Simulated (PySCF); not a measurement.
**Assignment exercise: C$_{5}$H$_{9}$F$_{3}$OSi**

Bonds (- single, = double, # triple, : aromatic): C1-C2, C2=C3, C3-C4, C4-F5, C4-F6, C2-O7, O7-Si8, Si8-C9, C9-F10. C1 carries H11, H12, H13; C3 carries H14; C4 carries H15; Si8 carries H16, H17; C9 carries H18, H19. Stereochemistry as in C/C(=C\C(F)F)O[SiH2]CF.

Calculated, not measured (PySCF): GFN2-xTB structure, GIAO PBE0/pcSseg-1 shieldings. No solvent model, non-relativistic Hamiltonian, averaged over atoms made equivalent by symmetry, fast rotation or ring inversion, one conformer.

Scale: TMS for 13C (186.93 ppm) and 1H (31.72 ppm) (reference shieldings calculated alike).

(1) Assign these signals to the numbered atoms. 13C{1H} NMR (computed): δ 166.8, 119.5, 107.3, 76.6, 21.6.

(2) Assign these signals to the numbered atoms. 1H NMR (600 MHz, computed): δ 6.75 (m, 1H), 5.12 (m, 2H), 5.10 (m, 2H), 4.86 (m, 1H), 1.94 (s, 3H).

Answers

(1) 
| δ (ppm) | atoms | environment | reason |
| --- | --- | --- | --- |
| 166.8 | C2 | alkene carbon bearing oxygen | an sp2 carbon further deshielded by the attached heteroatom |
| 119.5 | C4 | allylic sp3 CH bonded to 2 F | 2 electronegative neighbours deshield it |
| 107.3 | C3 | β carbon of an enol-ether or enamine type C=C | the O or N lone pair pushes π density onto this β carbon and shields it |
| 76.6 | C9 | sp3 CH2 bonded to F and Si | the inductive effect lowers its shielding |
| 21.6 | C1 | allylic methyl carbon | aliphatic region, no heteroatom directly attached |

(2) 
| δ (ppm) | atoms | environment | reason |
| --- | --- | --- | --- |
| 6.75 | H15 | hydrogen on an allylic sp3 CH bonded to 2 F | its carbon carries F, hence the downfield position |
| 5.12 | H18/H19 | hydrogen on an sp3 CH2 bonded to F and Si | its carbon carries F, hence the downfield position |
| 5.10 | H16/H17 | hydrogen on a silicon bonded to C, O | – |
| 4.86 | H14 | hydrogen on a β carbon of an enol-ether or enamine type C=C | lone-pair donation from O or N shields it, upfield of ordinary alkene protons |
| 1.94 | H11/H12/H13 | hydrogen on an allylic methyl carbon | allylic position |

H18/H19 and H16/H17 lie closer than the usual error of such a calculation, so a measured spectrum could show them in the other order.

Splittings by 19F in the carbon and heteronuclear signals aren't shown, as no couplings were computed. Shifts are as computed. Against solution values, carbons near 30 ppm lie about +3 ppm off and those near 130 ppm about +5 ppm. Of 1211 compounds with measured shifts, 218 miss one by over three times the rms of a fit or turn the order of signals round; such compounds aren't used in these exercises. Multiplicities follow the n + 1 count of equivalent neighbours, as no J values were calculated; m marks all less simple cases, F and P coupling included.
